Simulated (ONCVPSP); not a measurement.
**What the settings do to the ONCV potential of tellurium (Te)**

Base potential:

ONCVPSP 4.0.1 input, shortened (lines: element, Z, core and valence counts, functional; n l f; lmax; l rc ep ncon nbas qcut; lloc lpopt rc5 dvloc0; l nproj debl; icmod fcfact rcfact), PBE, scalar-relativistic:

```
  Te 52.00    9    2        4      upf
    1    0    2.00
    2    0    2.00
    2    1    6.00
    3    0    2.00
    3    1    6.00
    3    2   10.00
    4    0    2.00
    4    1    6.00
    4    2   10.00
    5    0    2.00
    5    1    3.50
    2
    0    1.90    0.00    4    8    2.80
    1    2.25    0.00    4    8    3.10
    2    1.75    0.38    4    7    5.40
    4    5    1.30    1.00
    0    2    2.50
    1    2    3.90
    2    3    2.80
    2    0.55    1.20
```

All-electron outer shells of the reference configuration (PBE, scalar-relativistic, ld1.x):

| shell | level (eV) | outermost node (bohr) | outermost maximum (bohr) |
| --- | --- | --- | --- |
| 4p | -118.75 | 0.38 | 0.74 |
| 4d | -45.98 | 0.36 | 0.81 |
| 5s | -19.14 | 0.91 | 1.80 |
| 5p | -9.69 | 1.00 | 2.14 |

Cutoffs, loose and tight: the cutoffs (Ha) at which the residual kinetic energy of the hardest occupied pseudo-wave falls to 1 and 0.1 mHa per electron. They do not see the model core or the augmentation charge, which bear on the density cutoff. Test errors are all-electron minus pseudo excitation energies from the reference, over the configurations 5s2 5p4; 5s2 5p3; 5s2 5p2; 5s1 5p4. A dash means not determined; rows that change the core or the reference have their own tests.

A true bound ghost makes a file unfit for plane-wave use even where its test errors are small: the radial tests pick states by their node count and pass the ghost by.

| change | outcome | cutoff, loose | cutoff, tight | bound ghosts | GHOST(+) flags above zero | largest test error (meV) |
| --- | --- | --- | --- | --- | --- | --- |
| base | generated | 40 Ha | 49 Ha | d, s | p | -16 |
| d: qcut 5.5 | generated | 40 Ha | 49 Ha | d, s | p | -16 |
| s: qcut 3.2; p: qcut 3.5; d: qcut 6.1 | failed: ERROR pspot: first pseudo wave function has node, program will stop | – | – | – | – | – |
| s: qcut 3.4; p: qcut 3.8; d: qcut 6.6 | failed: ERROR pspot: first pseudo wave function has node, program will stop | – | – | – | – | – |
| s: qcut 4.1; p: qcut 4.6; d: qcut 7.9 | failed: ERROR pspot: first pseudo wave function has node, program will stop | – | – | – | – | – |

(1) What comes out with this change to the base: s: qcut 1.8; p: qcut 2; d: qcut 3.5?

(2) What comes out with this change to the base: s: qcut 2.2; p: qcut 2.5; d: qcut 4.3?

## Answers

(1) outcome: generated; cutoff, loose: 44 Ha; cutoff, tight: 52 Ha; bound ghosts: d, s; GHOST(+) flags above zero: p; largest test error (meV): -20.

(2) outcome: generated; cutoff, loose: 43 Ha; cutoff, tight: 51 Ha; bound ghosts: d, s; GHOST(+) flags above zero: p; largest test error (meV): -18.
